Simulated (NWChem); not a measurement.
System: CH₅F₂NSi; SMILES N(C)[SiH](F)F

Excerpt of the output:

```
             Northwest Computational Chemistry Package (NWChem) 7.3.0
             --------------------------------------------------------

                             Geometry "geometry" -> ""
                             -------------------------

 Output coordinates in angstroms (scale by  1.889725989 to convert to a.u.)

  No.       Tag          Charge          X              Y              Z
 ---- ---------------- ---------- -------------- -------------- --------------
    1 Si                  14.0000    -0.00620500     0.53607100    -0.34616500
    2 F                    9.0000     0.93506500     1.67346300     0.34195800
    3 F                    9.0000    -1.50863300     0.58279200     0.28660300
    4 N                    7.0000     0.68285400    -0.98079600     0.03476300
    5 C                    6.0000    -0.01115300    -2.25797200     0.05728400
    6 H                    1.0000    -0.16570100     0.92319200    -1.77683800
    7 H                    1.0000     1.68431200    -1.02057300     0.23459700
    8 H                    1.0000    -1.10182700    -2.09026900    -0.04368100
    9 H                    1.0000     0.13970300    -2.79333800     1.02030700
   10 H                    1.0000     0.30018800    -2.94332100    -0.76398100

 Effective nuclear repulsion energy (a.u.)     252.0410626811

                                 NWChem DFT Module
                                 -----------------

 Summary of "ao basis" -> "ao basis" (spherical)
 ------------------------------------------------------------------------------
       Tag                 Description            Shells   Functions and Types
 ---------------- ------------------------------  ------  ---------------------
 Si                          6-31g*                  8       18   4s3p1d
 F                           6-31g*                  6       14   3s2p1d
 N                           6-31g*                  6       14   3s2p1d
 C                           6-31g*                  6       14   3s2p1d
 H                           6-31g*                  2        2   2s

 in cosmo_initialize ...
 calling solv_data for solv:benzene

 solvent parameters
 solvname_short: benzene
 solvname_long:  benzene
 dielec:        2.2706
 dielecinf:     2.2533
 nonaqueous SMD model solvent descriptors
 dielec:        2.2706
 sola:          0.0000
 solb:          0.1400
 solc:          1.0000
 solg:         40.6200
 solh:          0.0000
 soln:          1.5011

          ---------------
          -cosmo- solvent
          ---------------
 Cosmo: York-Karplus, doi: 10.1021/jp992097l
 dielectric constant -eps-     =   2.27
 screen = (eps-1)/(eps    )    =   0.55959
 surface charge correction     = lagrangian

   van der Waals surface
 --------------------------

[...]

                                COSMO-SMD solvation results
                                ---------------------------

             internal energy in gas <Psi(g)|H|Psi(g)> =      -585.125696306438
         internal energy in solvent <Psi(s)|H|Psi(s)> =      -585.125463495778
                               delta internal energy  =         0.000232810660 (    0.15 kcal/mol)
   total free energy in solvent <Psi(s)|H+V/2|Psi(s)> =      -585.129929269984
 polarization energy contribution <Psi(s)|V/2|Psi(s)> =        -0.004465774206 (   -2.80 kcal/mol)
    total free energy in solvent including G(SMD-CDS) =      -585.130116978252
                       G(SMD-CDS) energy contribution =        -0.000187708268 (   -0.12 kcal/mol)
     1 M fixed-concentration free energy of solvation =        -0.004420671813 (   -2.77 kcal/mol)

                       DFT Final Molecular Orbital Analysis
                       ------------------------------------

 Vector   23  Occ=2.000000D+00  E=-4.511618D-01
              MO Center= -1.6D-01, -9.1D-01, -2.6D-01, r^2= 4.3D+00
   Bfn.  Coefficient  Atom+Function         Bfn.  Coefficient  Atom+Function
  ----- ------------  ---------------      ----- ------------  ---------------
    63      0.279309   5 C  px               76      0.208270   6 H  s
    79     -0.199215   8 H  s                 9     -0.176215   1 Si pz
    23      0.173820   2 F  pz               80     -0.172397   8 H  s
    37      0.165870   3 F  pz               75      0.166507   6 H  s
     6      0.161395   1 Si s                67      0.141395   5 C  px

 Vector   24  Occ=2.000000D+00  E=-4.189994D-01
              MO Center=  1.8D-03, -2.8D-01, -5.4D-01, r^2= 3.9D+00
   Bfn.  Coefficient  Atom+Function         Bfn.  Coefficient  Atom+Function
  ----- ------------  ---------------      ----- ------------  ---------------
    76      0.278692   6 H  s                 9     -0.234541   1 Si pz
    50     -0.218166   4 N  py               75      0.214451   6 H  s
    37      0.169425   3 F  pz               49      0.167827   4 N  px
    64      0.165915   5 C  py                8      0.160964   1 Si py
    23      0.158521   2 F  pz               63     -0.153587   5 C  px

 Vector   25  Occ=2.000000D+00  E=-3.116498D-01
              MO Center=  5.1D-01, -1.1D+00, -3.2D-02, r^2= 2.0D+00
   Bfn.  Coefficient  Atom+Function         Bfn.  Coefficient  Atom+Function
  ----- ------------  ---------------      ----- ------------  ---------------
    51      0.510514   4 N  pz               55      0.467621   4 N  pz
    76      0.170288   6 H  s                84      0.165340  10 H  s
    65     -0.161280   5 C  pz               82     -0.140885   9 H  s
    83      0.137097  10 H  s                81     -0.122497   9 H  s
    49     -0.101182   4 N  px               53     -0.094769   4 N  px

 Vector   26  Occ=0.000000D+00  E= 9.366160D-02
              MO Center= -1.6D-01, -5.9D-02, -4.8D-01, r^2= 4.6D+00
   Bfn.  Coefficient  Atom+Function         Bfn.  Coefficient  Atom+Function
  ----- ------------  ---------------      ----- ------------  ---------------
    66      0.752366   5 C  s                11      0.736854   1 Si px
    12      0.557546   1 Si py               82     -0.367992   9 H  s
    24     -0.357044   2 F  s                38      0.356869   3 F  s
    78     -0.310120   7 H  s                 7      0.266731   1 Si px
    80     -0.266431   8 H  s                10     -0.225891   1 Si s

 Vector   27  Occ=0.000000D+00  E= 1.130729D-01
              MO Center=  5.9D-01,  8.5D-02, -5.5D-01, r^2= 4.6D+00
   Bfn.  Coefficient  Atom+Function         Bfn.  Coefficient  Atom+Function
  ----- ------------  ---------------      ----- ------------  ---------------
    52      1.089008   4 N  s                10     -0.776275   1 Si s
    12      0.727740   1 Si py               11     -0.702133   1 Si px
    78     -0.319083   7 H  s                76      0.304485   6 H  s
    66      0.285731   5 C  s                84     -0.243830  10 H  s
    68     -0.217459   5 C  py               38     -0.164496   3 F  s

 Vector   28  Occ=0.000000D+00  E= 1.216996D-01
              MO Center= -3.7D-02,  7.7D-01,  1.7D-01, r^2= 4.4D+00
   Bfn.  Coefficient  Atom+Function         Bfn.  Coefficient  Atom+Function
  ----- ------------  ---------------      ----- ------------  ---------------
    10      1.005682   1 Si s                52     -0.587398   4 N  s
    12      0.474477   1 Si py               13      0.460549   1 Si pz
    24     -0.454621   2 F  s                78      0.419472   7 H  s
    38     -0.390162   3 F  s                76     -0.383367   6 H  s
    80      0.283400   8 H  s                67      0.252663   5 C  px

     Multipole analysis of the density
     ---------------------------------

     L   x y z        total         alpha         beta         nuclear
     -   - - -        -----         -----         ----         -------
     0   0 0 0     -0.000000    -25.000000    -25.000000     50.000000

     1   1 0 0      0.479680     -0.063228     -0.063228      0.606135
     1   0 1 0     -0.962788      0.016005      0.016005     -0.994797
     1   0 0 1     -0.379215     -0.254036     -0.254036      0.128857

     2   2 0 0    -26.395551    -77.130914    -77.130914    127.866277
     2   1 1 0     -1.079716     -1.868177     -1.868177      2.656638
     2   1 0 1      0.583953      0.596121      0.596121     -0.608289
     2   0 2 0    -25.622801   -177.683222   -177.683222    329.743643
     2   0 1 1     -1.144681     -1.734625     -1.734625      2.324570
     2   0 0 2    -26.627282    -28.198284    -28.198284     29.769286
```

Level: M05-2X/6-31G* (spherical d), SMD on the gas-phase geometry. Coordinates come from a PBE-D3(BJ)/def2-SVP optimisation. Solvent: benzene.

Task: Reconstruct the input file.

Result: This is not unique; one that fits is the input that was run:
```
start job
memory heap 200 mb stack 900 mb global 1100 mb
geometry units angstroms noautosym nocenter noautoz
  Si    -0.006205     0.536071    -0.346165
  F      0.935065     1.673463     0.341958
  F     -1.508633     0.582792     0.286603
  N      0.682854    -0.980796     0.034763
  C     -0.011153    -2.257972     0.057284
  H     -0.165701     0.923192    -1.776838
  H      1.684312    -1.020573     0.234597
  H     -1.101827    -2.090269    -0.043681
  H      0.139703    -2.793338     1.020307
  H      0.300188    -2.943321    -0.763981
end
basis spherical
  * library 6-31g*
end
dft
  xc m05-2x
  iterations 150
end
cosmo
  do_cosmo_smd true
  solvent benzene
end
task dft energy
```
